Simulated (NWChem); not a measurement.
Species: I2 anion, doublet

```xyz
2

I      0.0000     0.0000    -1.6815
I      0.0000     0.0000     1.6815
```
Atoms are numbered in this order, from 1.

Level: B3LYP/def2-SVPD with def2 effective core potentials on I, spin-unrestricted (NWChem), optimised geometry, unscaled harmonic frequencies. def2 effective core potentials on I; no spin-orbit coupling.

### Question
List the harmonic frequencies with IR intensities, and the thermochemistry.

### Answer
| frequency (cm⁻¹) | IR intensity (km/mol) |
|---|---|
| 87 | 0.0 |

| Property | Result |
|---|---|
| zero-point energy | 0.1 kcal/mol |
| thermal correction to the enthalpy at 298.15 K (with zero-point energy) | 2.7 kcal/mol |
| heat capacity Cv | 6.9 cal/(mol K) |

Rigid rotor and harmonic oscillator; modes under 100 cm⁻¹ make the entropy uncertain.
